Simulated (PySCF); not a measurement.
## 1-ethynyl-4-fluorobenzene (C#Cc1ccc(F)cc1, C8H5F)

Geometry:
| atom | x (Å) | y (Å) | z (Å) |
| --- | --- | --- | --- |
| C1 | 3.433 | -0.761 | -0.267 |
| C2 | 2.249 | -0.498 | -0.223 |
| C3 | 0.856 | -0.187 | -0.173 |
| C4 | 0.388 | 1.073 | -0.587 |
| C5 | -0.966 | 1.378 | -0.541 |
| C6 | -1.859 | 0.418 | -0.079 |
| F7 | -3.156 | 0.706 | -0.034 |
| C8 | -1.429 | -0.837 | 0.338 |
| C9 | -0.072 | -1.136 | 0.290 |
| H10 | 4.480 | -0.994 | -0.305 |
| H11 | 1.103 | 1.815 | -0.947 |
| H12 | -1.344 | 2.351 | -0.858 |
| H13 | -2.161 | -1.563 | 0.695 |
| H14 | 0.283 | -2.116 | 0.612 |

Method: quadratic response CAM-B3LYP/aug-cc-pVDZ first hyperpolarisability, Taylor convention, gas phase in PySCF. Geometry: PBE0-D3(BJ)/def2-SVP.

Task: Give the tensor of the second harmonic β(−2ω;ω,ω) at 1907 nm in the axes of these coordinates.

Result: In au, Taylor convention; rows are the first index (the induced dipole):
|  | xx | yy | zz | xy | xz | yz |
| --- | --- | --- | --- | --- | --- | --- |
| x | -376.2 | -11.9 | -36.6 | +85.6 | +2.2 | -21.0 |
| y | +85.6 | -0.5 | +9.6 | -12.0 | -20.4 | +8.8 |
| z | +2.3 | +8.7 | +3.7 | -20.5 | -35.4 | +9.3 |

Norm of βᵢ = ⅓ Σⱼ (βᵢⱼⱼ + βⱼᵢⱼ + βⱼⱼᵢ): 434.6 au, hyper-Rayleigh value 175.2 au.
